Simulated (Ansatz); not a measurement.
Gas-phase electronic energies from Ansatz, PBE0-D4/def2-TZVP geometries. CCSD(T)/CBS adds triple-zeta CCSD(T) − MP2 to the extrapolated MP2 energy (def2 sets, frozen cores). For Se outer-core shells are correlated without core-valence functions, which leaves a few kJ/mol of doubt a bond. Scalar relativity is left out up to krypton. One conformer a species, not always the lowest.

Reaction (ligand exchange at the Si–O bond): `F[SiH]([SeH])O[SiH3]` + `NC(O)(O)F` → `OC(O)(F)N[SiH3]` + `O[SiH](F)[SeH]`

```csv
species,CCSD(T)/CBS(def2) energy (Eh)
`F[SiH]([SeH])O[SiH3]`,-3157.02257
`NC(O)(O)F`,-345.31744
`OC(O)(F)N[SiH3]`,-635.61324
`O[SiH](F)[SeH]`,-2866.70409
```

Problem. Work out ΔE.

Solution. ΔE = (-635.61324) + (-2866.70409) − (-3157.02257) − (-345.31744) = 0.02268 Eh = +59.5 kJ/mol.

Largest T1 diagnostic among the species: 0.011.

In def2-TZVPP, CCSD(T) changes the Hartree–Fock value by −13.8 kJ/mol (the triples alone add −2.0 kJ/mol) and MP2 by −15.1 kJ/mol. From PBE to PBE0 (25 % exact exchange), in def2-TZVPP and without D4, ΔE moves by +3.5 kJ/mol.
